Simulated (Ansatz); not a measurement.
A displaced shape of singlet Li₂F₂:

```xyz
4

Li    1.1079    0.0376   -0.0328
Li   -1.1099    0.0329   -0.0373
F     0.0167    1.3138    0.0420
F     0.0039   -1.3052   -0.0482
```

It was optimised with PBE0/def2-SVP in Ansatz (development build ahead of 0.2.0) to forces under 0.001 eV/Å, with restricted orbitals. Each step stands on the lowest determinant of that kind that the program's search found.

**Question.** What shape does it relax to, and how does the optimisation go?

**Answer.**

```xyz
4

Li    1.1096    0.0176   -0.0169
Li   -1.1003    0.0220   -0.0213
F     0.0070    1.3113    0.0252
F     0.0022   -1.2717   -0.0633
```

Bond lengths: Li1–Li2 2.210 Å, Li1–F3 1.700 Å, Li2–F3 1.700 Å, Li1–F4 1.700 Å, Li2–F4 1.700 Å. Angles: Li1–Li2–F3 49.5°, Li1–Li2–F4 49.5°, F3–Li2–F4 98.9°, Li2–Li1–F3 49.5°, Li2–Li1–F4 49.5°, F3–Li1–F4 98.9°, Li1–F3–Li2 81.1°, Li1–F4–Li2 81.1°.

| step | E − E(start) (eV) | largest force (eV/Å) |
| --- | --- | --- |
| 1 | 0.0000 | 0.5351 |
| 2 | -0.0107 | 0.3204 |
| 3 | -0.0170 | 0.0229 |
| 4 | -0.0170 | 0.0061 |
| 5 | -0.0170 | 0.0003 |

The optimisation ended after 5 steps with its threshold met.
